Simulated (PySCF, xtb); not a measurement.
Protons, H atoms and electrons added to or taken from C=[SiH2]. All species are isolated molecules in the gas phase. Strings in code marks are SMILES.

Quantity: proton affinity at 298 K, in eV. Enthalpy corrections at 298 K come from GFN2-xTB frequencies (xtb).

Case: proton added at C1: `C[SiH2+]`. The other species in the difference include `C=[SiH2]` (neutral, multiplicity 1). Geometry of `[SiH2+]C` (charge +1, multiplicity 1, Å):

```xyz
7

C     -0.8336     0.0146     0.0199
Si     0.9787     0.0101     0.0282
H     -1.2411     1.0272     0.0023
H     -1.1470    -0.4783    -0.9160
H     -1.2490    -0.5674     0.8448
H      1.7406    -1.1107     0.5956
H      1.7515     1.1045    -0.5748
```

### Question
What is the computed proton affinity at 298 K (B3LYP/3-21G // B3LYP-D3(BJ)/def2-TZVP (PySCF))?

### Answer
9.05 eV.
